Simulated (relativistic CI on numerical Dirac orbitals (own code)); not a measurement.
**Fe3+: L2,3 absorption edge**

Computed with this model: Dirac-Coulomb-Breit CI, KLI orbitals optimised for each configuration, model QED (radiative potential, 1s self-energy scaled to tabulated hydrogen-like ionisation energies), valence Slater integrals scaled by 0.8, multiplet model of core-to-valence dipole absorption; configurations [Ar] 3d5 → [He] 2s2 2p5 3s2 3p6 3d6; 10 K; Lorentzian 0.4 eV and Gaussian 0.3 eV FWHM. Energies are those of the free ion, without screening or charge transfer. The branching ratio is the share of the lower-energy edge in the whole absorption, uncertain by about 0.02 where the edges overlap. S is read from ⟨S²⟩ = S(S + 1).

Field parameters in Wybourne normalisation: Oh B⁴₀ = 21Dq, B⁴₄ = √(5/14) B⁴₀. The field is a parameter set, without covalency.

Peaks in eV (height, largest 100): 710.4 (48), 711.7 (14), 713.5 (100), 714.9 (22), 715.9 (13), 723.8 (14), 725.5 (12), 726.7 (16), 728.0 (13).

**Question.** Which surroundings give this spectrum?
A. Oh, 10Dq = 9300 cm⁻¹
B. Oh, 10Dq = 30050 cm⁻¹
C. Oh, 10Dq = 24850 cm⁻¹
D. Oh, 10Dq = 14500 cm⁻¹

**Answer.** C. Oh, 10Dq = 24850 cm⁻¹, where the ground state has S = 2.49.
